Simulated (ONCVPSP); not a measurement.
# What one change does to a pseudopotential (Te, ONCV)

| Quantity | Value |
| --- | --- |
| Element | Te (Z = 52) |
| Generator | ONCVPSP 4.0.1 |
| Type | optimised norm-conserving Vanderbilt (ONCV) |
| Functional | PBE |
| Relativity | scalar-relativistic |
| Frozen core | [Kr] |
| Valence charge | 16 |
| Reference configuration | 4d10 5s1.5 5p4.5 |
| Partial waves | 5s: rc 1.55 bohr, ncon 3, nbas 7, qcut 3.7 1/bohr, 1 projector; 5p: rc 1.85 bohr, ncon 4, nbas 7, qcut 4.8 1/bohr, 2 projectors, debl 2.1 Ha; 4d: rc 1.10 bohr, ncon 4, nbas 9, qcut 16.9 1/bohr, 2 projectors, debl 0.8 Ha |
| Local potential | polynomial inside 0.95 bohr (lpopt 5, dvloc0 4 Ha) |
| Core correction | none |

In the d channel the program set the typed energies aside and used -1.556, 0.250 Ha.

All-electron outer shells of the reference configuration (PBE, scalar-relativistic, ld1.x):

```csv
shell,level (eV),outermost node (bohr),outermost maximum (bohr)
4s,-165.10,0.38,0.70
4p,-115.12,0.38,0.74
4d,-42.33,0.36,0.81
5s,-15.49,0.91,1.80
5p,-6.23,1.00,2.17
```

Change: s: rc 1.88.

Cutoffs: the cutoffs (Ha) at which the residual kinetic energy of the hardest occupied pseudo-wave falls to 1 and 0.1 mHa per electron; they do not see the model core or the augmentation charge, which bear on the density cutoff. Errors are all-electron minus pseudo energies relative to the spin-unpolarised reference configuration.

Q: How do hardness, ghosts and transferability respond?

A: The potential gets neither clearly harder nor softer (58 Ha and 73 Ha → 58 Ha and 73 Ha); both files keep a bound ghost (s); of the 4 tests that both files solve, the error grows in 3 and shrinks in 1 by more than 15 % and 0.3 meV (median size 1.3 → 3.0 meV).

```csv
quantity,base,changed
"cutoff, loose",58 Ha,58 Ha
"cutoff, tight",73 Ha,73 Ha
loose cutoff by channel,"s 8.0 Ha, p 7.2 Ha, d 58 Ha","s 7.7 Ha, p 7.2 Ha, d 58 Ha"
bound ghosts,s,s
GHOST(+) flags under 300 eV,p at 6.1 eV,p at 6.1 eV
"error for 4d10 5s2 5p4, meV [ΔE -4.60 eV]",+1.2,-0.7
"error for 4d10 5s2 5p3, meV [ΔE 5.13 eV]",-1.5,-3.7
"error for 4d10 5s2 5p2, meV [ΔE 23.05 eV]",-0.3,-2.3
"error for 4d10 5s0 5p6, meV [ΔE 14.10 eV]",-5.0,-5.8
p: phases at 1.87 bohr within 0.05 rad from the reference energy up to (Ha; the scan ends near 5),0.2,0.2
d: phases at 1.12 bohr within 0.05 rad from the reference energy up to (Ha; the scan ends near 5),to the end of the scan,to the end of the scan
```

 A true bound ghost makes a file unfit for plane-wave use even where its test errors are small: the radial tests pick states by their node count and pass the ghost by.
